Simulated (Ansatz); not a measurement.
Input file for Ansatz (a first-principles code): R-PBE/def2-TZVPP on ClGaH2O (SMILES [OH][GaH][Cl]), a point of a torsion scan.

Ansatz 0.2 input:
```yaml
crystal:
  periodic: [false, false, false]
  atoms:
    - {symbol: O, position_ang: [-1.15025137, -0.20063426, -0.34520866]}
    - {symbol: Ga, position_ang: [0.56596044, -0.11971039, -0.47416812]}
    - {symbol: Cl, position_ang: [1.16554841, 0.61917090, -2.30803937]}
    - {symbol: H, position_ang: [-1.83459531, -0.45555389, 0.26670841]}
    - {symbol: H, position_ang: [1.45492976, -0.56720672, 0.69198032]}
basis:
  gaussian:
    orbitals: def2-TZVPP
hamiltonian:
  xc: {name: PBE}
scf: {lower_state_search: off}
```

The head of its log:

```
WARN ansatz: RAYON_NUM_THREADS=1 ignored (pool sized by the plan → 1); use --threads N
Functional definition: PBE
these checks for a lower state are left out or cut short: stability, starts, cluster_reference, orbital_swaps, neighbouring_geometries, increment
integrals: 0.07 GiB planned
931 factors; their error is unknown
mean field: 0.45 GiB planned
mean field evaluation 1: about -66959.5519 eV, gradient 7.7e1 eV
mean field evaluation 2: about -66874.5817 eV, gradient 1.9e2 eV
```

Task: What total energy does the run end on?

Result: -2461.0389 hartree.
